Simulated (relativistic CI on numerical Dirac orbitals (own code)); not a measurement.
A reference radial Dirac CI calculation of Tm⁺ gave the lowest total energy -13551.54141 Ha in 22 SCF steps, from this input:

```
atom Tm  Z=69  charge=1  electrons=68
nucleus A=169  rms_radius_fm=5.2256
hamiltonian dirac-coulomb  breit=on  qed=on  c_scale=1
orbitals kli  potential=per-configuration
slater_scale 1
correlation none
mixing on
grid step=0.0125 r_max=129.7
scf mixing=0.4 start=green max_iterations=150 tolerance=2e-08 node_fill=0.05
configurations
  [Xe] 4f13 6s
end
```

One setting was then changed, and the output read:

```
SCF 1: [Xe] 4f13 6s
 iter      energy (Ha)   residual   last orbital (Ha)
    1    -13549.129196   3.02e+00     -0.70733
    2    -13572.811328   5.30e-01     -0.47668
    3    -13573.560902   2.93e-01     -0.44224
    4    -13573.727514   3.17e-01     -0.40770
    5    -13573.727339   3.17e-01     -0.40759
    6    -13573.721117   3.26e-01     -0.40980
    7    -13573.751136   1.57e-01     -0.57060
    8    -13573.772484   1.10e-01     -0.60886
    9    -13573.789425   1.57e-01     -0.62181
   10    -13573.782846   8.65e-02     -0.56176
   11    -13573.783651   4.37e-02     -0.48317
   12    -13573.783874   1.98e-02     -0.43936
   13    -13573.783687   1.14e-02     -0.42736
   14    -13573.783589   9.69e-03     -0.42568
   15    -13573.783534   1.01e-03     -0.40854
   16    -13573.783549   2.58e-05     -0.41003
   17    -13573.783551   6.12e-06     -0.41005
   18    -13573.783549   1.62e-06     -0.41005
   19    -13573.783549   3.64e-07     -0.41005
   20    -13573.783549   1.00e-07     -0.41005
   21    -13573.783549   3.45e-08     -0.41005
   22    -13573.783549   4.20e-09     -0.41005
orbital energies (Ha): 4d3/2 -6.8370  4d5/2 -6.5285  5s -2.2740  5p1/2 -1.4522  5p3/2 -1.2425  4f5/2 -0.4805  4f7/2 -0.4367  6s -0.4100
configuration averages (Ha): Dirac-Coulomb, Breit, QED
  4f13 6s                     -13573.783549   13.447142    9.068983
levels: no., configuration, term, J, E (cm-1), weight
   1 4f13 6s                3F*  4                0.0  1.00
   2 4f13 6s                1F*  3              383.0  0.53
   3 4f13 6s                3F*  2             8913.5  1.00
   4 4f13 6s                3F*  3             9206.7  0.53
lowest total energy -13551.285599 Ha
end: converged
```

Q: Which setting was changed?
A. nuclear radius
B. SCF mixing
C. start potential
D. charge

A: A. The nuclear radius 5.7482 fm.
